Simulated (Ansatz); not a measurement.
Geometry optimisation, Ansatz 0.2.0, RKS BLYP-D4/def2-SVP.

Input file:

```yaml
crystal:
  periodic: [false, false, false]
  atoms:
    - { symbol: C, position_ang: [0.4028, -1.3076, 0.9588] }
    - { symbol: C, position_ang: [-0.4436, -1.1012, -0.1104] }
    - { symbol: "N", position_ang: [-1.2054, 0.1159, -0.3483] }
    - { symbol: C, position_ang: [-0.6202, 1.3344, -0.3102] }
    - { symbol: Se, position_ang: [1.1866, 1.717, -0.1543] }
    - { symbol: H, position_ang: [0.4993, -0.4543, 1.6677] }
    - { symbol: H, position_ang: [0.8691, -2.212, 1.1174] }
    - { symbol: H, position_ang: [-0.6036, -1.934, -0.7511] }
    - { symbol: H, position_ang: [-2.14482, 0.5149, -0.54801] }
    - { symbol: H, position_ang: [1.3614, 1.6203, -1.6358] }
basis:
  gaussian: { orbitals: def2-SVP }
hamiltonian:
  xc: blyp
  dispersion: d4
relax:
  f_tol: 0.02
  max_steps: 50
```

Launched with:

```bash
$ ansatz run input.yaml --threads 2 --pin off --max-ram 3072MiB --backend cpu --events-out ev --progress --plain --runs-dir out
```

Problem. Where does it end, and by what steps?

Solution. It converged. The force dipped under the threshold on the way, but the program's further checks kept it going. After 19 steps the energy has fallen by 2.144 eV; H10 moved furthest, 1.42 Å.

| step | energy less start (eV) | largest force component (eV/Å) | accepted |
| --- | --- | --- | --- |
| 0 | 0.0000 | 4.001 | yes |
| 1 | -1.0039 | 2.199 | yes |
| 2 | -1.4268 | 1.616 | yes |
| 3 | -1.6361 | 1.036 | yes |
| 4 | -1.8117 | 0.960 | yes |
| 5 | -1.9547 | 0.580 | yes |
| 6 | -2.0521 | 0.326 | yes |
| 7 | -2.1025 | 0.169 | yes |
| 8 | -2.1285 | 0.107 | yes |
| 9 | -2.1288 | 0.378 | yes |
| 10 | -2.1326 | 0.268 | yes |
| 11 | -2.1390 | 0.104 | yes |
| 12 | -2.1422 | 0.043 | yes |
| 13 | -2.1421 | 0.192 | no |
| 14 | -2.1428 | 0.137 | yes |
| 15 | -2.1437 | 0.065 | yes |
| 16 | -2.1439 | 0.047 | yes |
| 17 | -2.1442 | 0.062 | yes |
| 18 | -2.1444 | 0.005 | yes |
| 19 | -2.1445 | 0.012 | yes |

```xyz
10
Properties=species:S:1:pos:R:3
C 0.445 -1.348 0.888
C -0.680 -1.107 0.182
N -1.025 0.035 -0.596
C -0.466 1.211 -0.949
Se 1.289 1.533 -0.259
H 1.293 -0.659 0.969
H 0.526 -2.301 1.428
H -1.483 -1.863 0.165
H -1.963 -0.068 -1.004
H 1.367 2.861 -0.937
```

Whether the end is a true minimum wasn't checked by a vibrational analysis.

Run time: 24 s on 2 threads of Intel(R) Xeon(R) 6975P-C (Granite Rapids), with other jobs on the host, peak memory 0.17 GiB.
